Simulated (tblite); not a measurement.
Record of a relaxation.

Species: C3H6B2F2O.
Atom-mapped SMILES: `[BH2:1][O:2][BH:3]/[CH:4]=[CH:5]/[CH:6]([F:7])[F:8]` (hydrogens: H9, H10 on B1; H11 on B3; H12 on C4; H13 on C5; H14 on C6)

Computed with GFN2-xTB (tblite), gas phase: L-BFGS steps from a force-field or distance-geometry start until the largest atomic force falls under 0.01 eV/Å. 13 of its 113 geometries are shown.

Step 0: E = -692.7400 eV, largest atomic force 4.813 eV/Å
```
atom  x, y, z in Å  |  force x, y, z in eV/Å
B1      2.998    0.502    0.398   -0.886  -0.204   3.422
O2      1.927   -0.061    1.248    0.925  -0.590  -4.686
B3      1.129   -0.901    0.360   -0.276   1.187   2.755
C4     -0.181   -0.181   -0.195    0.163  -1.093   1.138
C5     -1.280   -0.326    0.571    0.936   0.542  -1.787
C6     -2.579    0.317    0.127    1.235   0.522   0.649
F7     -2.488    0.847   -1.150   -0.380  -0.357   1.420
F8     -2.812    1.353    1.044   -0.487  -0.817  -1.234
H9      3.104    1.692    0.476   -0.172  -0.533  -0.388
H10     3.962   -0.179    0.265   -0.494   0.057  -0.605
H11     1.007   -2.071    0.559    0.615   0.292  -0.248
H12    -0.184    0.371   -1.112   -0.281   0.275  -0.168
H13    -1.280   -0.884    1.496   -0.126   0.179  -0.169
H14    -3.324   -0.480    0.171   -0.772   0.540  -0.100
```

Step 9: E = -694.3724 eV, largest atomic force 0.953 eV/Å
```
atom  x, y, z in Å  |  force x, y, z in eV/Å
B1      3.146    0.550    0.597    0.113   0.164  -0.736
O2      2.036   -0.114    0.813   -0.069  -0.184  -0.146
B3      1.083   -0.956    0.490   -0.299  -0.245  -0.105
C4     -0.202   -0.287   -0.211    0.287   0.032   0.153
C5     -1.323   -0.325    0.508    0.302  -0.154  -0.026
C6     -2.621    0.335    0.138    0.180  -0.282   0.080
F7     -2.543    0.873   -1.105   -0.244   0.040   0.184
F8     -2.934    1.339    0.999    0.033   0.126  -0.081
H9      3.163    1.761    0.652    0.241  -0.784   0.486
H10     4.015   -0.128    0.098   -0.099   0.659   0.128
H11     1.097   -2.147    0.753   -0.084   0.865   0.148
H12    -0.141    0.348   -1.105   -0.110  -0.462   0.328
H13    -1.309   -0.869    1.449   -0.345   0.082  -0.201
H14    -3.468   -0.381    0.182    0.093   0.145  -0.213
```

Step 19: E = -694.9961 eV, largest atomic force 0.249 eV/Å
```
atom  x, y, z in Å  |  force x, y, z in eV/Å
B1      3.248    0.521    0.453    0.086   0.156   0.015
O2      2.174   -0.203    0.395    0.006  -0.120   0.120
B3      1.090   -0.914    0.509   -0.113   0.008  -0.083
C4     -0.247   -0.376   -0.154    0.141   0.089   0.016
C5     -1.410   -0.377    0.491    0.101  -0.073  -0.027
C6     -2.670    0.344    0.099    0.095  -0.198  -0.006
F7     -2.627    0.940   -1.115    0.124  -0.076   0.064
F8     -2.921    1.338    0.998   -0.047   0.035  -0.008
H9      3.286    1.459    1.177   -0.018  -0.159   0.031
H10     4.194    0.258   -0.204   -0.126  -0.003  -0.123
H11     1.103   -1.904    1.155   -0.032   0.101   0.039
H12    -0.153    0.156   -1.098   -0.206   0.029   0.136
H13    -1.533   -0.903    1.434    0.088   0.141  -0.101
H14    -3.536   -0.338    0.118   -0.099   0.070  -0.073
```

Step 28: E = -695.0443 eV, largest atomic force 0.155 eV/Å
```
atom  x, y, z in Å  |  force x, y, z in eV/Å
B1      3.251    0.513    0.445    0.090   0.036  -0.036
O2      2.193   -0.232    0.408   -0.045   0.026   0.009
B3      1.083   -0.895    0.515   -0.087   0.021  -0.027
C4     -0.244   -0.343   -0.148    0.027   0.031   0.051
C5     -1.400   -0.394    0.506   -0.018   0.015   0.009
C6     -2.658    0.315    0.089    0.037  -0.047   0.037
F7     -2.553    0.905   -1.126    0.012  -0.024   0.076
F8     -2.920    1.315    0.980   -0.045   0.051  -0.051
H9      3.310    1.382    1.243    0.046  -0.035  -0.005
H10     4.139    0.308   -0.303   -0.047   0.030  -0.024
H11     1.059   -1.857    1.197   -0.047  -0.045  -0.013
H12    -0.217    0.203   -1.089    0.033  -0.074   0.132
H13    -1.489   -0.891    1.466   -0.023   0.048  -0.123
H14    -3.554   -0.330    0.073    0.068  -0.035  -0.036
```

Step 37: E = -695.0636 eV, largest atomic force 0.141 eV/Å
```
atom  x, y, z in Å  |  force x, y, z in eV/Å
B1      3.252    0.517    0.425    0.041  -0.087  -0.017
O2      2.187   -0.221    0.447    0.032  -0.082   0.037
B3      1.082   -0.892    0.547   -0.078   0.049  -0.017
C4     -0.234   -0.310   -0.094   -0.037   0.024   0.016
C5     -1.398   -0.368    0.543   -0.070   0.003  -0.005
C6     -2.654    0.312    0.078    0.020  -0.044   0.025
F7     -2.501    0.889   -1.138   -0.093  -0.053   0.043
F8     -3.001    1.321    0.929    0.023  -0.040  -0.014
H9      3.403    1.324    1.270    0.032   0.048  -0.002
H10     4.063    0.347   -0.416   -0.045   0.028   0.003
H11     1.018   -1.887    1.178    0.140  -0.014  -0.001
H12    -0.188    0.236   -1.032   -0.012   0.000   0.109
H13    -1.512   -0.893    1.484    0.007   0.100  -0.077
H14    -3.519   -0.376    0.037    0.040   0.069  -0.101
```

Step 47: E = -695.0823 eV, largest atomic force 0.053 eV/Å
```
atom  x, y, z in Å  |  force x, y, z in eV/Å
B1      3.268    0.501    0.408    0.017  -0.001  -0.031
O2      2.207   -0.236    0.496   -0.007   0.022   0.008
B3      1.092   -0.890    0.600   -0.006   0.010  -0.003
C4     -0.226   -0.266   -0.006   -0.045   0.001   0.011
C5     -1.418   -0.340    0.573   -0.040  -0.003  -0.011
C6     -2.670    0.302    0.046    0.004  -0.011   0.005
F7     -2.499    0.879   -1.167    0.040  -0.018   0.029
F8     -3.083    1.301    0.879   -0.008  -0.048  -0.014
H9      3.521    1.262    1.274    0.002  -0.001  -0.008
H10     3.968    0.394   -0.535    0.026  -0.011   0.008
H11     1.067   -1.931    1.153    0.001   0.000  -0.001
H12    -0.155    0.295   -0.932    0.013   0.009   0.014
H13    -1.567   -0.856    1.511   -0.011   0.010  -0.014
H14    -3.506   -0.414   -0.041    0.013   0.039   0.006
```

Step 56: E = -695.0847 eV, largest atomic force 0.049 eV/Å
```
atom  x, y, z in Å  |  force x, y, z in eV/Å
B1      3.278    0.499    0.398    0.012  -0.010  -0.015
O2      2.206   -0.224    0.486    0.008   0.037   0.005
B3      1.092   -0.878    0.606    0.013  -0.010   0.015
C4     -0.234   -0.261    0.014   -0.016   0.006   0.018
C5     -1.432   -0.348    0.580   -0.013   0.003  -0.004
C6     -2.676    0.296    0.042    0.007   0.005  -0.004
F7     -2.475    0.881   -1.163   -0.023   0.027   0.014
F8     -3.102    1.287    0.879    0.002  -0.027  -0.041
H9      3.543    1.256    1.263   -0.007  -0.007  -0.011
H10     3.981    0.381   -0.543   -0.002  -0.011   0.004
H11     1.083   -1.923    1.153   -0.012  -0.009   0.019
H12    -0.154    0.308   -0.906   -0.033   0.012  -0.002
H13    -1.594   -0.862    1.516    0.022  -0.030   0.000
H14    -3.517   -0.412   -0.067    0.042   0.014   0.002
```

Step 65: E = -695.0869 eV, largest atomic force 0.058 eV/Å
```
atom  x, y, z in Å  |  force x, y, z in eV/Å
B1      3.291    0.493    0.384    0.000  -0.014  -0.005
O2      2.206   -0.210    0.482    0.012   0.025   0.011
B3      1.092   -0.863    0.618    0.011  -0.014   0.005
C4     -0.241   -0.252    0.037    0.002   0.025  -0.004
C5     -1.443   -0.356    0.589    0.003   0.015  -0.002
C6     -2.678    0.293    0.034   -0.012  -0.008   0.018
F7     -2.457    0.900   -1.156   -0.013  -0.009   0.029
F8     -3.132    1.269    0.874    0.010  -0.027  -0.008
H9      3.572    1.253    1.242   -0.012  -0.012  -0.015
H10     3.991    0.351   -0.554   -0.010  -0.004  -0.001
H11     1.094   -1.906    1.170   -0.025   0.009   0.018
H12    -0.172    0.337   -0.871    0.043   0.020  -0.033
H13    -1.613   -0.890    1.512   -0.013  -0.014   0.002
H14    -3.509   -0.421   -0.102    0.002   0.008  -0.016
```

Step 75: E = -695.1059 eV, largest atomic force 0.204 eV/Å
```
atom  x, y, z in Å  |  force x, y, z in eV/Å
B1      3.362    0.396    0.287    0.048   0.085  -0.081
O2      2.226   -0.176    0.519   -0.062  -0.025   0.032
B3      1.074   -0.724    0.757    0.018   0.023   0.128
C4     -0.233   -0.087    0.155    0.136  -0.068  -0.136
C5     -1.464   -0.388    0.545   -0.125   0.108   0.035
C6     -2.708    0.242   -0.015   -0.003  -0.059   0.001
F7     -2.456    1.076   -1.050    0.042   0.036   0.049
F8     -3.348    0.986    0.930    0.050   0.034   0.019
H9      3.756    1.240    1.012   -0.008  -0.034   0.002
H10     3.979    0.071   -0.663    0.064  -0.010  -0.006
H11     1.017   -1.676    1.450   -0.021  -0.046  -0.006
H12    -0.120    0.637   -0.642   -0.019   0.087  -0.017
H13    -1.651   -1.093    1.340   -0.060  -0.019   0.027
H14    -3.436   -0.504   -0.367   -0.061  -0.112  -0.047
```

Step 84: E = -695.1134 eV, largest atomic force 0.031 eV/Å
```
atom  x, y, z in Å  |  force x, y, z in eV/Å
B1      3.382    0.359    0.238   -0.001   0.006   0.008
O2      2.234   -0.159    0.541   -0.018  -0.015  -0.021
B3      1.070   -0.659    0.827    0.009  -0.008  -0.007
C4     -0.232   -0.028    0.202    0.010  -0.004  -0.007
C5     -1.468   -0.395    0.527   -0.011   0.003   0.024
C6     -2.717    0.216   -0.038    0.000   0.005  -0.003
F7     -2.461    1.146   -0.989    0.008   0.000   0.007
F8     -3.418    0.861    0.937   -0.005  -0.013   0.000
H9      3.822    1.227    0.905   -0.002   0.001   0.004
H10     3.980   -0.049   -0.694   -0.024  -0.005   0.009
H11     0.991   -1.587    1.553    0.009   0.024  -0.005
H12    -0.124    0.761   -0.535    0.007  -0.010   0.006
H13    -1.663   -1.160    1.265    0.003   0.014  -0.012
H14    -3.398   -0.532   -0.480    0.015   0.002  -0.002
```

Step 93: E = -695.1145 eV, largest atomic force 0.029 eV/Å
```
atom  x, y, z in Å  |  force x, y, z in eV/Å
B1      3.389    0.333    0.212   -0.002   0.018   0.001
O2      2.233   -0.147    0.545   -0.025  -0.014   0.006
B3      1.068   -0.623    0.862   -0.001  -0.014   0.013
C4     -0.235    0.009    0.241    0.004   0.005   0.010
C5     -1.469   -0.392    0.527    0.008  -0.009  -0.006
C6     -2.716    0.206   -0.054    0.000   0.003   0.007
F7     -2.456    1.191   -0.945   -0.008  -0.005   0.006
F8     -3.479    0.772    0.922   -0.006   0.000   0.009
H9      3.862    1.205    0.849    0.002   0.001  -0.001
H10     3.952   -0.115   -0.722    0.018  -0.003  -0.012
H11     0.990   -1.530    1.613    0.001   0.006  -0.004
H12    -0.125    0.826   -0.463    0.000  -0.007  -0.017
H13    -1.664   -1.191    1.229   -0.002   0.009   0.006
H14    -3.350   -0.544   -0.558    0.011   0.010  -0.019
```

Step 103: E = -695.1161 eV, largest atomic force 0.060 eV/Å
```
atom  x, y, z in Å  |  force x, y, z in eV/Å
B1      3.384    0.317    0.188    0.025   0.013   0.010
O2      2.231   -0.153    0.542    0.017  -0.005   0.022
B3      1.067   -0.609    0.892   -0.004  -0.022  -0.017
C4     -0.232    0.023    0.261   -0.010  -0.034  -0.008
C5     -1.468   -0.378    0.538    0.004  -0.049  -0.035
C6     -2.712    0.206   -0.063   -0.017  -0.001   0.013
F7     -2.456    1.260   -0.873   -0.016   0.006   0.020
F8     -3.544    0.665    0.912    0.000   0.021  -0.016
H9      3.864    1.203    0.801   -0.004   0.000  -0.005
H10     3.945   -0.155   -0.736   -0.004   0.000  -0.010
H11     0.996   -1.499    1.665   -0.022   0.047  -0.025
H12    -0.119    0.829   -0.456    0.016   0.013   0.015
H13    -1.668   -1.177    1.236   -0.012   0.009   0.040
H14    -3.289   -0.532   -0.650    0.027   0.003  -0.004
```

Step 112: E = -695.1182 eV, largest atomic force 0.008 eV/Å
```
atom  x, y, z in Å  |  force x, y, z in eV/Å
B1      3.378    0.326    0.190    0.000   0.002   0.001
O2      2.235   -0.172    0.540    0.004   0.005   0.002
B3      1.069   -0.633    0.877   -0.001  -0.002   0.001
C4     -0.228   -0.015    0.232   -0.002  -0.001   0.001
C5     -1.467   -0.370    0.553   -0.006  -0.005  -0.003
C6     -2.706    0.217   -0.056   -0.005   0.000   0.004
F7     -2.449    1.307   -0.817   -0.001   0.002   0.002
F8     -3.573    0.626    0.911    0.006  -0.002  -0.005
H9      3.826    1.233    0.797    0.006  -0.001   0.001
H10     3.959   -0.138   -0.726   -0.005  -0.002   0.000
H11     0.989   -1.510    1.662    0.001   0.003  -0.001
H12    -0.108    0.758   -0.519    0.001   0.002  -0.008
H13    -1.676   -1.122    1.300   -0.002  -0.003   0.002
H14    -3.251   -0.507   -0.688    0.003   0.002   0.003
```

Problem. Summarise the path.

Solution. The energy falls by 229.46 kJ/mol from step 0 to step 112; nine tenths of that is first reached at step 15. It rises by more than 0.2 meV at step 74. The largest force goes from 4.813 to 0.008 eV/Å. Among the bonds B1–O2 changes most, from 1.479 to 1.295 Å; the atoms move by 0.743 Å rms after alignment.

Problem. Follow the three bonds and two angles with the largest change from start to end.

Solution. 
```csv
step,E above end (kJ/mol),largest force (eV/Å),B1–O2 (Å),O2–B3 (Å),C6–F8 (Å),B1–O2–B3 (°),B3–C4–C5 (°)
0,229.46,4.813,1.479,1.460,1.404,105.4,115.1
5,95.85,0.610,1.328,1.320,1.364,138.3,111.4
10,62.80,0.943,1.304,1.304,1.359,158.4,117.5
15,22.25,1.056,1.310,1.320,1.374,175.5,122.2
19,11.78,0.249,1.297,1.301,1.363,172.4,122.3
24,8.31,0.216,1.298,1.300,1.367,171.4,122.0
29,6.87,0.139,1.295,1.297,1.366,172.4,120.5
34,6.00,0.121,1.298,1.299,1.363,173.4,121.1
39,4.65,0.144,1.295,1.296,1.366,175.8,121.7
44,3.67,0.078,1.297,1.298,1.362,175.4,123.7
49,3.41,0.040,1.296,1.297,1.364,175.8,124.3
54,3.30,0.040,1.296,1.298,1.364,176.1,124.7
58,3.15,0.043,1.296,1.298,1.364,176.6,125.2
63,3.06,0.035,1.296,1.298,1.363,177.2,125.6
68,2.82,0.085,1.296,1.299,1.364,177.1,125.3
73,1.75,0.182,1.293,1.299,1.362,179.2,124.5
78,0.67,0.110,1.296,1.299,1.366,178.5,124.3
83,0.48,0.030,1.295,1.299,1.363,178.5,124.0
88,0.41,0.027,1.296,1.299,1.363,178.9,124.1
93,0.36,0.029,1.295,1.299,1.363,179.1,124.2
97,0.33,0.025,1.295,1.298,1.362,179.4,124.1
102,0.25,0.053,1.294,1.298,1.362,179.2,124.1
107,0.03,0.028,1.295,1.299,1.362,178.1,124.3
112,0.00,0.008,1.295,1.299,1.361,178.0,124.4
```

The cost below is that of the whole relaxation. Hardware: an Arm Neoverse V1 with one thread, on a shared host. Cost: 0.57 s.
